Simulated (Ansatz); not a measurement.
`CC(C)P(C(C)C)C(C)(C)C`, charge 0, multiplicity 1.

**Question.** Give a relaxed structure at PBE0-D4/def2-TZVP (the Gaussian-basis code of Ansatz). (Estimate.)

**Answer.** Ansatz gave: 
```xyz
34

C    -0.824    0.153    2.297
C    -1.530    0.260    0.953
C    -2.852   -0.506    0.952
P    -0.553   -0.132   -0.595
C     0.545   -1.551   -0.082
C    -0.308   -2.756    0.304
C     1.478   -1.954   -1.219
C     0.637    1.335   -0.779
C     1.052    1.362   -2.254
C    -0.127    2.628   -0.502
C     1.884    1.300    0.098
H    -0.484   -0.865    2.500
H     0.045    0.809    2.362
H    -1.507    0.432    3.106
H    -1.796    1.310    0.798
H    -2.714   -1.574    1.125
H    -3.505   -0.129    1.746
H    -3.372   -0.392   -0.001
H     1.147   -1.256    0.784
H    -0.886   -2.589    1.212
H     0.334   -3.624    0.479
H    -1.006   -3.015   -0.497
H     2.216   -1.187   -1.455
H     0.913   -2.166   -2.130
H     2.026   -2.861   -0.946
H     1.719    2.212   -2.434
H     0.179    1.468   -2.901
H     1.578    0.457   -2.559
H     0.468    3.480   -0.847
H    -1.082    2.657   -1.035
H    -0.321    2.775    0.562
H     1.641    1.305    1.161
H     2.496    2.187   -0.102
H     2.508    0.427   -0.098
```
This is one stationary point; other conformers may exist.
